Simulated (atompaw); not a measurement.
## zinc (Zn) PAW (atompaw): all-electron and pseudo phase curves

zinc (Zn), PAW, made with atompaw 4.2.0.5 (LDA (PW92), scalar-relativistic). Core [Ne], reference 3s2 3p6 3d10 4s1.5 4p0 (charge +0.5). Waves: 3s (bound): rc 0.75 bohr; 4s (bound): rc 1.30 bohr; 3p (bound): rc 0.95 bohr; 4p (bound, empty): rc 1.35 bohr; 3d (bound): rc 1.35 bohr; 3d channel at -0.8 Ry: rc 1.35 bohr. Local part: troulliermartins scheme with l = 3 at -0.5 Ry, radius 1.30 bohr. Core correction: smooth core density matched at 0.70 bohr. Augmentation charge: sinc compensation charge, radius 1.35 bohr; PAW radius 1.35 bohr; waves and projectors: custom polynom2 7 10 vanderbiltortho.

The phase is arctan(r·u′/u) with u = r·R(r), unwrapped; energies in Ry, scanned from -12 to 5 Ry. A pole is an energy at which the radial function vanishes at the test radius. The pseudo phase is shifted by a multiple of π to meet the all-electron one at the reference energy, and phase errors are pseudo minus all-electron; the curves can meet again beyond the range given. Levels narrower than the energy grid can be missing from the lists of poles.

Problem. For each channel, where are the poles, and over which energies does the pseudopotential scatter like the atom?

Solution.

```tsv
channel	radius (bohr)	reference energy (Ry)	poles, all-electron	poles, pseudo	unbroken range about the reference energy with phases within 0.05 rad	phase error 1 Ry above the reference energy (rad)
s	1.36	-0.75	-9.27	-9.28	below 2.4	-0.001
p	1.36	-0.32	-5.74	-5.75, 3.25	below 1.6	-0.006
d	1.36	-1.11	0.11	0.11	the whole range	+0.000
```

A Bessel basis up to 400 Ry misses an occupied level by 0.14 Ry, so cutoffs and ghosts were not judged.

Phases in the p channel:

```csv
E (Ry),all-electron,pseudo
-12.00,1.315,1.304
-11.52,1.305,1.293
-11.04,1.293,1.281
-10.56,1.278,1.266
-10.08,1.261,1.248
-9.60,1.238,1.225
-9.12,1.207,1.193
-8.64,1.161,1.145
-8.16,1.083,1.065
-7.68,0.919,0.896
-7.20,0.404,0.372
-6.72,-0.882,-0.886
-6.24,-1.400,-1.401
-5.76,-1.566,-1.569
-5.28,-1.647,-1.651
-4.80,-1.697,-1.702
-4.32,-1.734,-1.739
-3.84,-1.763,-1.768
-3.36,-1.788,-1.793
-2.88,-1.812,-1.816
-2.40,-1.835,-1.838
-1.92,-1.858,-1.861
-1.44,-1.882,-1.884
-0.96,-1.908,-1.909
-0.48,-1.937,-1.938
0.00,-1.970,-1.971
0.48,-2.008,-2.011
0.96,-2.053,-2.065
1.44,-2.107,-2.145
1.92,-2.175,-2.292
2.40,-2.259,-2.706
2.88,-2.369,-4.128
3.36,-2.513,-4.792
3.84,-2.703,-4.999
4.32,-2.943,-5.120
4.80,-3.220,-5.220
```
